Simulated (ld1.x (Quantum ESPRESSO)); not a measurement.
# Configuration tests for scandium (Sc) (PAW)

* Element: scandium (Sc)
* Generator: ld1.x (Quantum ESPRESSO) 7.5
* Type: PAW
* Functional: LDA (PZ)
* Relativity: scalar-relativistic
* Frozen core: [Ar]
* Valence charge: 3
* Reference configuration: 3d1 4s1.75 4p0.25
* Partial waves: 4s (bound): rcut 2.95, rcutus 3.25 bohr; 4s channel at 0.65 Ry: rcut 2.95, rcutus 3.25 bohr; 4p (bound): rcut 3.70, rcutus 4.30 bohr; 4p channel at 3.55 Ry: rcut 3.70, rcutus 4.30 bohr; 3d (bound): rcut 2.85, rcutus 3.05 bohr; 3d channel at 2.7 Ry: rcut 2.85, rcutus 3.05 bohr
* Local potential: all-electron potential smoothed inside 3.20 bohr (lloc = -1)
* Core correction: a·sin(br)/r model core inside 1.95 bohr
* Augmentation charge: PSQ, inside the norm-conserving radii

Energies are relative to the spin-unpolarised reference configuration 3d1 4s1.75 4p0.25; without spin polarisation the order of configurations can differ from experiment. Not all tests gave a result: test run stopped at test 6 of 9 (negative rho).

```
valence configuration  charge  ΔE all-electron (eV)  error AE − PS (meV)
          3d1 4s2 4p0       0                -0.697                  0.0
          3d1 4s0 4p0      +2                19.331                  -28
          3d1 4s0 4p1      +1                 9.873                 +2.4
        3d1 4s1.5 4p0    +0.5                 2.127                 -0.3
```

What are ΔE and the potential's error for 3d1 4s1 4p0?

ΔE = 6.370 eV all-electron; the error (AE − PS) is -2.0 meV.
